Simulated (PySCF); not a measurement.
TiF₃, SMILES [F][Ti+]([F])[F], charge +1, multiplicity 1.

Geometry optimised at PBE0-D3(BJ)/def2-SVP. The multiplicity is an assumed one; other spin states were not compared. The isomer is the one that the SMILES or the coordinates give; other isomers of the formula were not compared.

All values below come from TDA-M06-2X/def2-SVPD in PySCF 2.14.0.

Vertical excitations; the highest root listed may be one member of a degenerate set. Gas-phase values at a fixed geometry. State labels are in the subgroup Cs.

```json
[
 {"state": "S1", "symmetry": "A\"", "energy (eV)": "6.78", "λ (nm)": "183", "f": "0.000", "main pairs": "HOMO→LUMO 94 %"},
 {"state": "S2", "symmetry": "A\"", "energy (eV)": "6.98", "λ (nm)": "178", "f": "0.005", "main pairs": "HOMO−1→LUMO, HOMO→LUMO+1 (degenerate set)"},
 {"state": "S3", "symmetry": "A'", "energy (eV)": "6.98", "λ (nm)": "178", "f": "0.005", "main pairs": "HOMO−2→LUMO, HOMO→LUMO+2 (degenerate set)"},
 {"state": "S4", "symmetry": "A\"", "energy (eV)": "7.12", "λ (nm)": "174", "f": "0.001", "main pairs": "HOMO→LUMO+1, HOMO−1→LUMO, HOMO−2→LUMO+2, HOMO−1→LUMO+1 (degenerate set)"},
 {"state": "S5", "symmetry": "A'", "energy (eV)": "7.12", "λ (nm)": "174", "f": "0.001", "main pairs": "HOMO→LUMO+2, HOMO−2→LUMO, HOMO−2→LUMO+1, HOMO−1→LUMO+2 (degenerate set)"},
 {"state": "S6", "symmetry": "A'", "energy (eV)": "7.17", "λ (nm)": "173", "f": "0.004", "main pairs": "HOMO−3→LUMO 93 %"},
 {"state": "S7", "symmetry": "A'", "energy (eV)": "7.36", "λ (nm)": "168", "f": "0.006", "main pairs": "HOMO−1→LUMO+2 43 %, HOMO−2→LUMO+1 43 %"},
 {"state": "S8", "symmetry": "A'", "energy (eV)": "7.44", "λ (nm)": "167", "f": "0.001", "main pairs": "HOMO−4→LUMO, HOMO→LUMO+2, HOMO−3→LUMO+1, HOMO−2→LUMO+1 (degenerate set)"},
 {"state": "S9", "symmetry": "A\"", "energy (eV)": "7.45", "λ (nm)": "167", "f": "0.001", "main pairs": "HOMO−5→LUMO, HOMO→LUMO+1, HOMO−3→LUMO+2, HOMO−2→LUMO+2 (degenerate set)"},
 {"state": "S10", "symmetry": "A\"", "energy (eV)": "7.45", "λ (nm)": "166", "f": "0.000", "main pairs": "HOMO−1→LUMO+1 44 %, HOMO−2→LUMO+2 43 %"},
 {"state": "T1", "symmetry": "A'", "energy (eV)": "6.65", "λ (nm)": "186", "f": "0", "main pairs": "HOMO−2→LUMO (degenerate set)"},
 {"state": "T2", "symmetry": "A\"", "energy (eV)": "6.65", "λ (nm)": "186", "f": "0", "main pairs": "HOMO−1→LUMO (degenerate set)"},
 {"state": "T3", "symmetry": "A\"", "energy (eV)": "6.67", "λ (nm)": "186", "f": "0", "main pairs": "HOMO→LUMO 86 %"},
 {"state": "T4", "symmetry": "A'", "energy (eV)": "6.77", "λ (nm)": "183", "f": "0", "main pairs": "HOMO−3→LUMO 55 %, HOMO−2→LUMO+1 11 %, HOMO−1→LUMO+2 11 %, HOMO−4→LUMO+1 9 %"}
]
```
Triplets are in the Tamm–Dancoff approximation.
